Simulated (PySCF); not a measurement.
Identify the unknown among the candidates.

All candidates are C3H7FSSi.

- Polarisability: 85.0 au [wB97X-D/def2-SVPD]
- 13C NMR: chemical shifts (computed TMS as zero) by class: 150.0 (1 C), 111.5 (1 C), 87.3 (1 C) ppm [GIAO PBE0/pcSseg-1]
- 1H NMR: chemical shifts (computed TMS as zero) by class: 5.88 (1 H), 5.16 (2 H), 5.08 (1 H), 4.66 (3 H) ppm [GIAO PBE0/pcSseg-1]
- Dipole: 1.83 D [wB97X-D/def2-SVPD]
- Triplet: lowest triplet excitation (Tamm–Dancoff): 4.19 eV [TDA wB97X-D/def2-SVPD]
- Rotational structure: rotational constants A, B, C: 6.085, 1.104, 0.953 GHz [GFN2-xTB]
- UV, first state: lowest singlet excitation: 5.65 eV (219 nm, f = 0.014) [TDDFT wB97X-D/def2-SVPD]
- UV, strongest line: among the 8 lowest singlet transitions: S3 at 6.04 eV (205 nm, f = 0.167) [TDDFT wB97X-D/def2-SVPD]

Electronic properties: PySCF, gas phase, density fitting. Levels stand in brackets. Geometry: GFN2-xTB, one conformer, isolated molecule. Each NMR value is the plain mean over a class of atoms that symmetry, rotation or inversion makes alike.

Task: Which candidate is it?
A. `C=C(CF)S[SiH3]`
B. `C=C([SiH2]F)SC`
C. `C[SiH2]S/C=C/F`

Result: A. It is `C=C(CF)S[SiH3]`. Numbering: `[CH2:1]=[C:2]([CH2:3][F:4])[S:5][SiH3:6]`. Its formula, C3H7FSSi, gives 1 degree of unsaturation: 0 rings and 1 π bond in the structure found. 3 carbons fall into 3 classes; from least to most shielded: fully substituted alkene carbon [C2] (150.0 ppm), terminal =CH2 carbon [C1] (111.5 ppm), sp3 C–F carbon [C3] (87.3 ppm). Hydrogen classes from least to most shielded: 1 H on a terminal =CH2 carbon, C1 (5.88 ppm), 2 H on an sp3 C–F carbon, C3 (5.16 ppm), 1 H on a terminal =CH2 carbon, C1 (5.08 ppm), 3 H on an SiH3 silicon, Si6 (4.66 ppm). By its constants the optimised geometry is an asymmetric top.

The others, at the same levels:
- `C[SiH2]S/C=C/F` fails: its computed 13C shifts are 158.3 (1 C), 111.3 (1 C), -6.6 (1 C) ppm, 1H shifts are 6.94 (1 H), 5.66 (1 H), 5.00 (2 H), 0.50 (3 H) ppm and lowest singlet excitation is 5.29 eV (234 nm, f = 0.001) (against 5.65 eV).
- `C=C([SiH2]F)SC` fails: its computed 13C shifts are 150.1 (1 C), 121.2 (1 C), 18.2 (1 C) ppm, 1H shifts are 6.02 (1 H), 5.60 (1 H), 5.26 (2 H), 2.27 (3 H) ppm and rotational constant A is 5.633 GHz (against 6.085 GHz).

Each candidate is one conformer, not necessarily the lowest. Dipoles, sizes and rotational constants follow the conformer. The torsions of the flexible species, by atom-mapped SMILES:
- `[CH2:1]=[C:2]([CH2:3][F:4])[S:5][SiH3:6]`: C1–C2–C3–F4 0°, C1–C2–S5–Si6 -9°
- `[CH3:1][SiH2:2][S:3]/[CH:4]=[CH:5]/[F:6]`: C1–Si2–S3–C4 180°, Si2–S3–C4–C5 180°
- `[CH2:1]=[C:2]([SiH2:3][F:4])[S:5][CH3:6]`: C1–C2–Si3–F4 1°, C1–C2–S5–C6 0°
